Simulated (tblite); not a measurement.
C6H8GeN2.
Numbering: `[CH2:1]=[N:2][Ge@@H:3]1[CH2:4][CH:5]=[CH:6][C@H:7]1[C:8]#[N:9]` (hydrogens: H10, H11 on C1; H12 on Ge3; H13, H14 on C4; H15 on C5; H16 on C6; H17 on C7)

Computed with GFN2-xTB (tblite), gas phase: L-BFGS steps from a force-field or distance-geometry start until the largest atomic force falls under 0.01 eV/Å.

Step 37: E = -668.9140 eV
```
atom  x, y, z in Å  |  force x, y, z in eV/Å
C1      2.8108    1.3633   -0.6269   -0.011  -0.004  -0.007
N2      1.7467    0.7057   -0.5822   -0.017  -0.017  -0.016
Ge3     0.6368    0.3053    0.8282   -0.007  -0.013   0.051
C4      0.1713   -1.6324    0.7697    0.026   0.027   0.023
C5     -1.0401   -1.6606   -0.1096    0.017   0.001   0.024
C6     -1.6882   -0.5433   -0.3991    0.003  -0.025   0.006
C7     -1.2233    0.7625    0.1913   -0.007  -0.013   0.003
C8     -2.0219    1.0611    1.3386   -0.035  -0.025  -0.056
N9     -2.6557    1.2421    2.2751   -0.003   0.044   0.034
H10     3.3012    1.8382    0.2263    0.006   0.001   0.021
H11     3.3068    1.4834   -1.5867    0.028   0.016  -0.021
H12     0.9978    0.9149    2.1911    0.013  -0.010  -0.015
H13     0.9546   -2.2855    0.3855   -0.017   0.022   0.000
H14    -0.0856   -1.9764    1.7741    0.017  -0.033  -0.020
H15    -1.3627   -2.6191   -0.4909   -0.002   0.015  -0.021
H16    -2.5700   -0.5329   -1.0220   -0.017   0.023   0.000
H17    -1.2857    1.5859   -0.5230    0.007  -0.011  -0.006
```

Step 38: E = -668.9147 eV
```
atom  x, y, z in Å  |  force x, y, z in eV/Å
C1      2.8100    1.3639   -0.6265   -0.009  -0.013  -0.002
N2      1.7445    0.7094   -0.5759   -0.042  -0.029  -0.020
Ge3     0.6348    0.3070    0.8337   -0.001  -0.041   0.034
C4      0.1734   -1.6325    0.7672    0.048   0.035   0.035
C5     -1.0403   -1.6606   -0.1084    0.019  -0.003   0.042
C6     -1.6883   -0.5435   -0.3976    0.007  -0.039   0.007
C7     -1.2237    0.7621    0.1917    0.007   0.000   0.003
C8     -2.0263    1.0657    1.3344   -0.026  -0.027  -0.053
N9     -2.6610    1.2503    2.2695   -0.016   0.047   0.043
H10     3.3061    1.8371    0.2235    0.014   0.012   0.034
H11     3.3019    1.4800   -1.5885    0.034   0.021  -0.032
H12     0.9959    0.9085    2.1988    0.010   0.000  -0.005
H13     0.9585   -2.2794    0.3757   -0.019   0.021  -0.003
H14    -0.0763   -1.9851    1.7706    0.010  -0.027  -0.026
H15    -1.3657   -2.6200   -0.4845   -0.001   0.010  -0.034
H16    -2.5703   -0.5344   -1.0195   -0.033   0.028  -0.006
H17    -1.2800    1.5835   -0.5247    0.000   0.004  -0.017
```

Step 39: E = -668.9156 eV
```
atom  x, y, z in Å  |  force x, y, z in eV/Å
C1      2.8078    1.3638   -0.6261   -0.004  -0.022   0.005
N2      1.7402    0.7136   -0.5692   -0.056  -0.034  -0.016
Ge3     0.6318    0.3086    0.8414    0.007  -0.061   0.003
C4      0.1772   -1.6318    0.7645    0.058   0.028   0.040
C5     -1.0400   -1.6608   -0.1060    0.014  -0.006   0.053
C6     -1.6883   -0.5442   -0.3957    0.007  -0.043   0.008
C7     -1.2247    0.7616    0.1927    0.017   0.014   0.003
C8     -2.0335    1.0721    1.3286   -0.014  -0.024  -0.033
N9     -2.6681    1.2637    2.2625   -0.023   0.046   0.034
H10     3.3106    1.8348    0.2210    0.016   0.017   0.036
H11     3.2961    1.4756   -1.5905    0.030   0.025  -0.031
H12     0.9943    0.8988    2.2090    0.009   0.015   0.010
H13     0.9638   -2.2702    0.3626   -0.013   0.016  -0.009
H14    -0.0624   -1.9973    1.7657   -0.001  -0.019  -0.025
H15    -1.3691   -2.6208   -0.4767    0.005   0.004  -0.045
H16    -2.5703   -0.5357   -1.0172   -0.043   0.027  -0.006
H17    -1.2723    1.5802   -0.5269   -0.009   0.016  -0.027
```

Task: Estimate the geometry and energy of step 40. (The exact step hangs on the optimiser's Hessian estimate; all steps are aligned on step 39, rigid shifts and turns removed.)

Result: E = -668.9164 eV, largest force 0.060 eV/Å
```
atom  x, y, z in Å  |  force x, y, z in eV/Å
C1      2.8042    1.3626   -0.6257    0.004  -0.024   0.009
N2      1.7341    0.7166   -0.5654   -0.046  -0.029  -0.007
Ge3     0.6290    0.3094    0.8482    0.012  -0.054  -0.023
C4      0.1818   -1.6305    0.7629    0.043   0.005   0.030
C5     -1.0391   -1.6612   -0.1028    0.003  -0.006   0.047
C6     -1.6881   -0.5455   -0.3939    0.004  -0.028   0.011
C7     -1.2260    0.7612    0.1940    0.017   0.019   0.001
C8     -2.0413    1.0784    1.3235   -0.002  -0.014  -0.002
N9     -2.6742    1.2788    2.2568   -0.020   0.037   0.004
H10     3.3121    1.8316    0.2202    0.008   0.012   0.024
H11     3.2917    1.4718   -1.5915    0.014   0.025  -0.016
H12     0.9945    0.8889    2.2179    0.007   0.028   0.019
H13     0.9690   -2.2607    0.3504    0.002   0.006  -0.018
H14    -0.0483   -2.0087    1.7611   -0.011  -0.013  -0.012
H15    -1.3710   -2.6213   -0.4708    0.016   0.000  -0.046
H16    -2.5698   -0.5364   -1.0164   -0.037   0.018   0.007
H17    -1.2654    1.5773   -0.5289   -0.016   0.018  -0.028
```

The energy changes by -0.0009 eV. The first-order estimate −F·Δx gives -0.0012 eV and the mean of the old and new forces, exact on a quadratic surface, -0.0009 eV. The step makes an angle of 81° with the force vector and moves no atom by more than 0.019 Å.

The cost below is that of the whole relaxation. The run took 1.4 s wall on one thread, Arm Neoverse N1 (aarch64), shared host with 64 logical CPUs at a one-minute load of 51.
